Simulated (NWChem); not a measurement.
System: MoO₂BrCl; SMILES [O]=[Mo](=[O])([Cl])[Br]

Here is an NWChem input.

```
start job
memory heap 200 mb stack 900 mb global 1100 mb
geometry units angstroms noautoz
  Mo     0.309464     0.441213     0.000000
  O      1.251493     0.756741     1.330047
  O      1.251493     0.756741    -1.330047
  Cl    -1.489167     1.806447     0.000000
  Br    -0.311606    -1.878376     0.000000
end
basis spherical
  Mo library def2-svp
  O library def2-svp
  Cl library def2-svp
  Br library def2-svp
end
ecp
  Mo library def2-ecp
end
dft
  xc b3lyp
  grid fine
  iterations 150
  mulliken
end
task dft gradient
```

Output (shortened):

```
             Northwest Computational Chemistry Package (NWChem) 7.3.0
             --------------------------------------------------------

 CS  symmetry detected

                             Geometry "geometry" -> ""
                             -------------------------

 Output coordinates in angstroms (scale by  1.889725989 to convert to a.u.)

  No.       Tag          Charge          X              Y              Z
 ---- ---------------- ---------- -------------- -------------- --------------
    1 Mo                  42.0000     0.34549020     0.47621443     0.00000000
    2 O                    8.0000     1.29198763     0.77807395     1.33004700
    3 O                    8.0000     1.29198763     0.77807395    -1.33004700
    4 Cl                  17.0000    -1.43319125     1.86733975     0.00000000
    5 Br                  35.0000    -0.30908970    -1.83414186     0.00000000

 Effective nuclear repulsion energy (a.u.)     932.9939469032

      Symmetry information
      --------------------

 Group name             Cs
 Group number              2
 Group order               2
 No. of unique centers     4

                                 NWChem DFT Module
                                 -----------------

 Summary of "ao basis" -> "ao basis" (spherical)
 ------------------------------------------------------------------------------
       Tag                 Description            Shells   Functions and Types
 ---------------- ------------------------------  ------  ---------------------
 Mo                         def2-svp                11       31   5s3p2d1f
 O                          def2-svp                 6       14   3s2p1d
 Cl                         def2-svp                 8       18   4s3p1d
 Br                         def2-svp                12       32   5s4p3d

      Symmetry analysis of basis
      --------------------------

        a'         70
        a"         39

            General Information
            -------------------
          SCF calculation type: DFT
          Wavefunction type:  closed shell.
          No. of atoms     :     5
          No. of electrons :    82
           Alpha electrons :    41
            Beta electrons :    41
          Charge           :     0
          Spin multiplicity:     1
          Use of symmetry is: on ; symmetry adaption is: on
          Maximum number of iterations: 150
          AO basis - number of functions:   109
                     number of shells:    43
          Convergence on energy requested:  1.00D-06
          Convergence on density requested:  1.00D-05
          Convergence on gradient requested:  5.00D-04

              XC Information
              --------------
                         B3LYP Method XC Potential
                     Hartree-Fock (Exact) Exchange  0.200
                        Slater Exchange Functional  0.800 local
                    Becke 1988 Exchange Functional  0.720 non-local
              Lee-Yang-Parr Correlation Functional  0.810
                  VWN I RPA Correlation Functional  0.190 local

             Grid Information
             ----------------
          Grid used for XC integration:  fine
          Radial quadrature: Mura-Knowles
          Angular quadrature: Lebedev.
          Tag              B.-S. Rad. Rad. Pts. Rad. Cut. Ang. Pts.
          ---              ---------- --------- --------- ---------
          Mo                  1.45      141           9.0       974
          O                   0.60       70          10.0       590
          Cl                  1.00      123          11.0       770
          Br                  1.15      140          10.0       974
          Grid pruning is: on
          Number of quadrature shells:   474
          Spatial weights used:  Erf1

      Superposition of Atomic Density Guess
      -------------------------------------

 Sum of atomic energies:       -3258.08362340

      Non-variational initial energy
      ------------------------------

 Total energy =   -3248.462848
 1-e energy   =   -5459.917397
 2-e energy   =    1748.778081
 HOMO         =      -0.416604
 LUMO         =      -0.054683

      Symmetry analysis of molecular orbitals - initial
      -------------------------------------------------

  Numbering of irreducible representations:

     1 a'          2 a"

  Orbital symmetries:

     1 a'          2 a'          3 a'          4 a'          5 a'
     6 a"          7 a'          8 a"          9 a'         10 a'
    11 a'         12 a'         13 a"         14 a'         15 a"
    16 a'         17 a'         18 a"         19 a'         20 a"
    21 a'         22 a'         23 a"         24 a'         25 a'
    26 a'         27 a"         28 a'         29 a'         30 a'
    31 a"         32 a"         33 a'         34 a'         35 a'
    36 a"         37 a'         38 a'         39 a"         40 a'
    41 a"         42 a'         43 a"         44 a'         45 a'
    46 a'         47 a"         48 a'         49 a'         50 a"
    51 a'

     ---------------------------------------------
      Total Density - Mulliken Population Analysis
     ---------------------------------------------

[...]

                         DFT ENERGY GRADIENTS

    atom               coordinates                        gradient
                 x          y          z           x          y          z
   1 Mo      0.652882   0.899915   0.000000    0.012554   0.003715   0.000000
   2 O       2.441503   1.470347   2.513424   -0.009626  -0.003058  -0.014141
   3 O       2.441503   1.470347  -2.513424   -0.009626  -0.003058   0.014141
   4 Cl     -2.708339   3.528760   0.000000    0.004917  -0.003801   0.000000
   5 Br     -0.584095  -3.466026   0.000000    0.001781   0.006202   0.000000
```

Level: B3LYP/def2-SVP with def2 effective core potentials on Mo. Coordinates come from a PBE0/def2-SVP optimisation. No frequency run checked for a minimum. def2 effective core potentials on Mo; no spin-orbit coupling.
